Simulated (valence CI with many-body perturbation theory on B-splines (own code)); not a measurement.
**Run record, Ru²¹⁺**

Computed by valence CI with perturbative core correlation (CI+MBPT): five valence electrons over a frozen Dirac-Fock core [Ar], a basis of 5 s, 5 p, 4 d, 4 f functions for each j, with the one-electron correlation potential Σ1 (screened to all orders), the two-electron term Σ2, the three-electron term Σ3, Breit, model QED; selected single and double excitations, second order for the rest, scaled by the run's own slope (own B-spline code, finite nucleus).

Command, and the settings that its task file holds:

```sh
python run_cv.py task.json out
```

```
atom Ru  Z=44  mass_number=102  rms_radius_fm=4.4809
core [Ar]
valence 3d5
avg = 1
basis = S
breit = 1
cap = 20000
capref = 1200
cscale = 1
de = 0.0
dress = 0
eps = 2e-08
extrap = 1
h = 0.27
hh = 1
l2 = 3
lcore = 6
maxit = 60
n2 = 5
natural = 1
nlev = 30
nno = [2, 2, 2, 2, 0]
nroot = 26
nsp = [3, 3, 2, 2, 0]
pt2 = 1
qed = 1
rpa = 1
s1 = 1
s2 = 1
s3 = 1
screen = 1
tol = 2e-05
whole = 1
```

It took 28 s on 1 thread of Arm Neoverse V1, on a shared host.

Log. The first blocks belong to the next ion, which gives the ionisation energy. Fields: 2J, parity (1 odd), roots, reference size, generating configurations, candidates as configurations/state functions, variational space P, stored matrix elements, Davidson steps; e2 is the range of second-order energies in hartree. The first line gives the box (bohr), its intervals, the orbitals and the steps of their self-consistent field. Window is the range of levels sought, series limit the energy at which the first omitted orbital would enter, core excitation an estimate of the first excitation out of the core, left out the lowest levels not solved, and shifts from estimates the range by which levels moved from their first estimate, all in cm⁻¹.

```
rmax 5.2 intervals 59 orbitals 31 references ['3d5', '3d4 4s', '3d4 4p'] scf 5 t 0.9
2J=0 par=0 roots 2 ref 17 generators 4 cand 703/1246 P 716/1263 nnz 0 it 0
2J=0 par=0 roots 2 ref 17 generators 7 cand 165/514 P 881/1777 nnz 0 it 5
   second order: generators 12 cand 1764/4297 e2 -0.00002 -0.00001
2J=2 par=0 roots 2 ref 36 generators 3 cand 417/1964 P 432/2000 nnz 0 it 4
2J=2 par=0 roots 2 ref 36 generators 8 cand 418/2145 P 850/4145 nnz 3e+06 it 5
   second order: generators 15 cand 2058/13601 e2 -0.00002 -0.00002
2J=4 par=0 roots 2 ref 51 generators 4 cand 255/1918 P 271/1969 nnz 0 it 10
2J=4 par=0 roots 2 ref 51 generators 7 cand 600/3942 P 871/5911 nnz 6.1e+06 it 6
   second order: generators 12 cand 1660/15610 e2 -0.00002 -0.00001
reference levels 556, estimated 37, window 278678 1/cm; series limit 5501575, core excitation 1162779
2J=5 par=0 roots 10 ref 81 generators 5 cand 119/1455 P 277/3836 nnz 3.6e+06 it 7
2J=5 par=0 roots 10 ref 81 generators 5 cand 713/7412 P 990/11248 nnz 2.6e+07 it 8
   second order: generators 14 cand 4855/161917 e2 -0.00008 -0.00002
2J=7 par=0 roots 7 ref 72 generators 3 cand 102/1373 P 269/3941 nnz 3.8e+06 it 5
2J=7 par=0 roots 7 ref 72 generators 3 cand 686/7302 P 955/11243 nnz 2.7e+07 it 7
   second order: generators 5 cand 1704/68997 e2 -0.00002 -0.00001
2J=11 par=0 roots 3 ref 35 generators 3 cand 145/1475 P 368/3935 nnz 3.8e+06 it 5
2J=11 par=0 roots 3 ref 35 generators 3 cand 471/3318 P 839/7253 nnz 1.2e+07 it 7
   second order: generators 7 cand 3036/95022 e2 -0.00004 -0.00002
2J=3 par=0 roots 6 ref 67 generators 3 cand 177/1594 P 374/3925 nnz 3.6e+06 it 5
2J=3 par=0 roots 6 ref 67 generators 3 cand 624/5239 P 998/9164 nnz 1.7e+07 it 7
   second order: generators 9 cand 3895/107171 e2 -0.00007 -0.00003
2J=9 par=0 roots 5 ref 56 generators 3 cand 136/1618 P 311/3967 nnz 3.8e+06 it 5
2J=9 par=0 roots 5 ref 56 generators 3 cand 606/5723 P 917/9690 nnz 2.1e+07 it 9
   second order: generators 7 cand 2749/94244 e2 -0.00004 -0.00002
2J=1 par=0 roots 4 ref 39 generators 3 cand 322/1482 P 729/3968 nnz 3.3e+06 it 5
2J=1 par=0 roots 4 ref 39 generators 3 cand 231/1194 P 960/5162 nnz 5.4e+06 it 5
   second order: generators 8 cand 2723/36069 e2 -0.00005 -0.00002
2J=13 par=0 roots 1 ref 18 generators 1 cand 271/1509 P 574/3993 nnz 4e+06 it 4
2J=13 par=0 roots 1 ref 18 generators 1 cand 141/777 P 715/4770 nnz 5.6e+06 it 4
   second order: generators 2 cand 1388/25282 e2 -0.00002 -0.00002
left out: unestimated 3156617, estimated 393048, shifts from estimates -490 to 0
operators 1.0
```

The Davidson iterations converged.

No measured levels were compared; by estimate terms of the open shell hold to 2 to 4 % of their energy, and close levels can change places. Only levels of the ground parity were solved; by the run's estimate the other parity begins above the list, which can be wrong where configurations are misplaced.

```
Valence energy                            : -205.295 hartree
Ionisation energy                         : 980.63 eV (NIST: 981 ± 4 eV (theoretical))
Reference configurations for the orbitals : 3d5, 3d4 4s, 3d4 4p
Radial orbitals                           : 31
Box radius                                : 5.21 bohr
Largest variational space                 : 11248
Lowest levels                             : 3d5 6S_5/2 0.0, 3d5 4G_5/2 [a] 88078, 3d5 4G_7/2 105250, 3d5 4G_11/2 107340, 3d5 4P_3/2 109560, 3d5 4G_5/2 [b] 110160, 3d5 4G_9/2 111600, 3d5 4P_1/2 120470, 3d5 4D_7/2 134120, 3d5 4D_5/2 143440, 3d5 4D_1/2 149510, 3d5 4D_3/2 153520, 3d5 2I_11/2 154370, 3d5 2I_13/2 165780 cm⁻¹
```

Names give the largest LS component (configuration and term), which can be under half, so a name can repeat, a term be missing and a line seem to break the LS rules; names also repeat where a configuration has a term twice. Letters in brackets count levels of one name in rising energy.
